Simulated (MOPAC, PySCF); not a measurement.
C₄H₄, SMILES `C=C1C=C1`, neutral singlet in the gas phase. 

Cartesian coordinates (Å):
```xyz
8

C      1.4653    -0.0015    -0.0528
C      0.1451    -0.0001    -0.0050
C     -1.1173    -0.5950     0.3092
C     -1.1354     0.5977    -0.2272
H      2.0319    -0.8477     0.3070
H      2.0062     0.8427    -0.4544
H     -1.6763    -1.4251     0.7035
H     -1.7196     1.4290    -0.5801
```
Charge 0, multiplicity 1.

All levels are single points at this geometry (CAM-B3LYP-D3(BJ)/def2-TZVP); Pople sets use spherical d functions. Orbital energies aren't observables, and empty levels follow the basis.

```csv
level,HOMO (eV),LUMO (eV),gap (eV),dipole (D),"vertical IE, Delta-SCF (eV)"
CAM-B3LYP-D3(BJ)/def2-TZVP in PySCF,-7.28,0.65,7.94,2.16,8.24
B3LYP/3-21G in PySCF,-5.54,-0.26,5.27,1.92,–
BP86/6-31G* in PySCF,-4.68,-1.27,3.42,1.99,–
HF/3-21G in PySCF,-8.02,4.16,12.18,2.16,–
AM1 in MOPAC,-8.87,0.74,9.61,1.27,–
PM7 in MOPAC,-9.28,0.25,9.53,1.23,–
```
